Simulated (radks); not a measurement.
The numbers below are computed, except where a source is named.
Problem. Valence configurations of Pb II. Code: a radial shooting solver on a logarithmic mesh with Libxc functionals. Model: scalar-relativistic Kohn-Sham, r2SCAN, spin-unpolarised, spherical densities, finite nucleus; meta-GGA in the generalised Kohn-Sham scheme; Fermi nuclear charge, rms radius 5.5012 fm. Order these by energy: [Hg] 6p1; [Xe] 4f13.5 5d7.5 6s2 6p4; [Xe] 4f13 5d10 6s2 6p2; [Xe] 4f14 5d10 6s1 6p2; [Xe] 4f14 5d10 6p3; [Xe] 4f14 5d9 6s2 6p2; [Xe] 4f14 5d7 6s2 6p4.

Solution. From the lowest, in eV above it: [Hg] 6p1 0.000; [Xe] 4f14 5d10 6s1 6p2 9.865; [Xe] 4f14 5d10 6p3 19.861; [Xe] 4f14 5d9 6s2 6p2 21.317; [Xe] 4f14 5d7 6s2 6p4 73.209; [Xe] 4f13.5 5d7.5 6s2 6p4 133.71; [Xe] 4f13 5d10 6s2 6p2 141.41. NIST lists [Hg] 6p1 as the ground configuration; this level of theory agrees among the configurations tried. The energies are those of spherical spin-averaged densities, not of single terms.
